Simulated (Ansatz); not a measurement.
Consider the hydrogenolysis of a B–O bond: `OBCCl` + H₂ → `BCCl` + H₂O.

Calculated with Ansatz (gas phase, PBE0-D4/def2-TZVP geometries, no zero-point term in ΔE). CBS: MP2 limit from def2 TZ/QZ plus the TZ coupled-cluster correction, frozen cores. This one scheme is used for every species. DFT in def2-TZVPP. One conformer a species, not always the lowest.

CCSD(T)/CBS gives +1.44 eV.

Another level gave +1.43 eV. Which?
A. revPBE/def2-TZVPP
B. HF/def2-TZVPP
C. LDA (SPW92)/def2-TZVPP
D. revPBE-D4/def2-TZVPP

A. revPBE 1.43, revPBE-D4 1.53, LDA (SPW92) 1.68, HF/def2-TZVPP 1.25 eV.

Largest T1 diagnostic among the species: 0.012.

At CCSD(T), def2-SVP lies +0.26 eV from the extrapolated value and def2-TZVPP +0.03 eV. The D4 term adds +0.05 eV with B3LYP and +0.03 eV with PBE0; it sums over pairs of atoms, weighted by their polarisabilities, and B3LYP, whose exchange is more repulsive, gets the larger term. From r2SCAN to r2SCAN0 (25 % exact exchange), in def2-TZVPP and without D4, ΔE moves by −0.06 eV.

B3LYP here is the variant with VWN-RPA as its local correlation; programs differ in this.
